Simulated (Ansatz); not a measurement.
Consider the substitution at a C–C bond: `CC(C)(C)C(=O)CC(=O)C(C)(C)C` + `[NH2][GaH][CH2]F` → `C[NH][GaH][CH2]F` + `CC(C)C(=O)CC(=O)C(C)(C)C`.

Gas-phase electronic energies from Ansatz, PBE0-D4/def2-TZVP geometries. CCSD(T)/CBS is the MP2 limit (def2-TZVPP, def2-QZVPP) plus CCSD(T) − MP2 in def2-TZVPP, frozen cores. Functionals use def2-TZVPP. B3LYP here is the variant with VWN-RPA as its local correlation; programs differ in this. For Ga outer-core shells are correlated without core-valence functions, which leaves a few kJ/mol of doubt a bond. Scalar relativity is left out up to krypton. One conformer a species, not always the lowest.

`CC(C)(C)C(=O)CC(=O)C(C)(C)C`:

Z-matrix (Å, degrees):
```
C
C 1 1.525
H 1 1.094 2 111.6
H 1 1.093 2 109.2 3 -118.5
H 1 1.091 2 111.9 3 122.2
C 2 1.536 1 109.3 3 -178.5
C 2 1.527 1 110.2 3 61.3
C 2 1.532 1 113.4 3 -60.2
H 6 1.093 2 109.1 1 -60.8
H 6 1.092 2 110.8 1 180.0
H 6 1.091 2 111.7 1 58.3
H 7 1.093 2 111.2 1 -58.9
H 7 1.093 2 109.6 1 60.4
H 7 1.090 2 111.0 1 -179.3
O 8 1.206 2 120.7 1 160.7
C 8 1.525 2 119.8 1 -21.6
C 16 1.525 8 111.5 2 -82.2
H 16 1.088 8 110.9 2 36.5
H 16 1.088 8 106.7 2 156.7
C 17 1.532 16 119.8 8 -82.2
O 17 1.206 16 119.5 8 95.6
C 20 1.527 17 108.2 16 -144.1
C 20 1.525 17 113.4 16 -21.6
C 20 1.536 17 106.2 16 98.6
H 22 1.090 20 111.0 17 -54.7
H 22 1.093 20 109.6 17 -175.0
H 22 1.093 20 111.2 17 65.6
H 23 1.091 20 111.9 17 62.0
H 23 1.094 20 111.6 17 -60.2
H 23 1.093 20 109.2 17 -178.7
H 24 1.092 20 110.8 17 57.2
H 24 1.091 20 111.7 17 -64.5
H 24 1.093 20 109.1 17 176.4
```

`[NH2][GaH][CH2]F`:

Cartesian coordinates in Å:
```
N -0.480 1.704 -0.386
Ga 0.306 0.098 -0.703
C 0.135 -1.265 0.736
F 0.773 -2.453 0.385
H -0.985 1.945 0.450
H -0.459 2.470 -1.037
H 1.049 -0.092 -2.060
H -0.916 -1.496 0.942
H 0.577 -0.911 1.674
```

`C[NH][GaH][CH2]F`:

Cartesian coordinates in Å:
```
C -1.596 -0.414 -0.848
N -0.385 0.277 -1.232
Ga 1.111 0.600 -0.264
C 1.232 -0.033 1.619
F 0.089 -0.711 2.043
H -1.518 -0.758 0.183
H -2.478 0.234 -0.914
H -1.784 -1.294 -1.476
H -0.410 0.614 -2.182
H 2.261 1.385 -0.977
H 1.392 0.810 2.302
H 2.086 -0.709 1.746
```

`CC(C)C(=O)CC(=O)C(C)(C)C`:

Z-matrix (Å, degrees):
```
C
C 1 1.531
H 1 1.092 2 112.3
H 1 1.092 2 109.8 3 -119.8
H 1 1.093 2 110.6 3 121.0
C 2 1.512 1 108.3 3 -57.7
C 2 1.517 1 111.5 3 179.3
H 2 1.095 1 108.2 3 57.8
O 6 1.205 2 123.0 1 -97.8
C 6 1.524 2 116.6 1 81.6
H 7 1.091 2 110.8 1 61.8
H 7 1.092 2 110.2 1 -58.4
H 7 1.092 2 111.3 1 -178.5
C 10 1.525 6 110.1 2 77.5
H 10 1.087 6 108.1 2 -159.2
H 10 1.092 6 109.6 2 -39.2
C 14 1.524 10 118.1 6 107.1
O 14 1.206 10 119.6 6 -72.5
C 17 1.522 14 109.4 10 -177.5
C 17 1.531 14 109.1 10 -56.9
C 17 1.532 14 108.7 10 62.9
H 19 1.091 17 111.2 14 59.7
H 19 1.091 17 111.3 14 -60.1
H 19 1.093 17 109.7 14 179.7
H 20 1.093 17 109.2 14 178.2
H 20 1.092 17 111.2 14 -62.8
H 20 1.091 17 112.7 14 58.1
H 21 1.092 17 112.4 14 -63.4
H 21 1.093 17 109.1 14 177.4
H 21 1.093 17 111.3 14 58.4
```

| level | ΔE (eV) |
| --- | --- |
| B3LYP-D4 | 0.29 |
| ωB97X-V | 0.36 |
| B2PLYP | 0.27 |
| PBE | 0.21 |
| r2SCAN | 0.32 |
| PBE0 | 0.25 |
| HF/def2-QZVPP | 0.17 |
| HF/CBS(def2) | 0.17 |

Q: What does CCSD(T)/CBS give? (An estimate is asked.)

A: The calculation gave: +0.40 eV. The listed levels differ from it by -0.11, -0.04, -0.13, -0.19, -0.08, -0.15, -0.23, -0.23 eV.

Largest T1 diagnostic among the species: 0.014.

In def2-TZVPP, CCSD(T) changes the Hartree–Fock value by +0.22 eV (the triples alone add +0.03 eV) and MP2 by +0.28 eV. The D4 term adds +0.13 eV with B3LYP and +0.08 eV with PBE0; it sums over pairs of atoms, weighted by their polarisabilities, and B3LYP, whose exchange is more repulsive, gets the larger term. From PBE to PBE0 (25 % exact exchange), in def2-TZVPP and without D4, ΔE moves by +0.04 eV.
